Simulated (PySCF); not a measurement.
# Computed properties of Nb(NH)(F)2(OH) (F2H2NNbO), SMILES [NH]=[Nb]([OH])([F])[F], multiplicity 1

Nb(NH)(F)2(OH) (F2H2NNbO), SMILES [NH]=[Nb]([OH])([F])[F], multiplicity 1. Coordinates come from a B3LYP-D3(BJ)/def2-SVP optimisation. The multiplicity is an assumed one; no other spin state was optimised. The structure was generated by enumeration; whether it is a known compound was not checked. The def2 effective core potentials stand for the cores of Nb; spin–orbit coupling is left out. One conformer was computed; it need not be the lowest. All values are computed for the isolated molecule unless a solvent is named; none is compared with measurement here.

**Structure.** The optimised structure has Cs symmetry. All 15 harmonic modes at B3LYP-D3(BJ)/def2-SVP (PySCF) are real, so it is a minimum. With heavy atoms numbered as in [Nb:1](=[NH:2])([F:4])([F:5])[OH:6], the shortest bond between them is Nb1–N2 at 1.748 Å and the longest Nb1–O6 at 1.892 Å.

**Vibrations.** The strongest infrared lines (harmonic, unscaled, degenerate partners summed) lie at 498 cm⁻¹ (277 km/mol, H 84 %, O 12 %), 3874 cm⁻¹ (219 km/mol, H 94 %), 707 cm⁻¹ (188 km/mol, F 73 %, Nb 25 %). The softest mode is at 166 cm⁻¹ and the zero-point energy is 19.8 kcal/mol.

**Electronic structure.** ωB97X/def2-TZVP (PySCF) places the frontier levels at -10.93 and 0.81 eV, a gap of 11.74 eV, and gives a dipole moment of 2.81 D and a mean polarisability of 45.9 bohr³. PBE/def2-TZVP (PySCF) at the same geometry gives -7.02 and -2.17 eV, so its gap is 6.89 eV narrower. An orbital gap is neither the optical nor the fundamental gap.

**Excitations.** TDDFT-PBE0/def2-SVPD (PySCF) has S1 at 5.09 eV (244 nm, f = 0.001, dark); the most intense of the 10 singlets computed lies at 5.74 eV (f = 0.02). T1 (TDA) is at 4.46 eV. TDDFT-PBE/def2-SVPD (PySCF) puts S1 at 4.87 eV. No vertical singlet excitation falls in the visible range (under 3.1 eV).
